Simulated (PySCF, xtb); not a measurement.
tin monoxide cation (OSn), SMILES [Sn]=[O] (connectivity only; charge and spin as stated), charge +1, multiplicity 2.

Harmonic wavenumbers (cm⁻¹) from xtb with GFN2-xTB at its own minimum, in rising order: 462.

Question: What does B3LYP-D3(BJ)/def2-TZVP (PySCF 2.14.0) give at its own minimum? (The exact figures need the calculation; the answer reports its results.)

Answer: 629. Paired by order, the mean absolute difference is 166 cm⁻¹ and the zero-point energies are 0.7 and 0.9 kcal/mol.
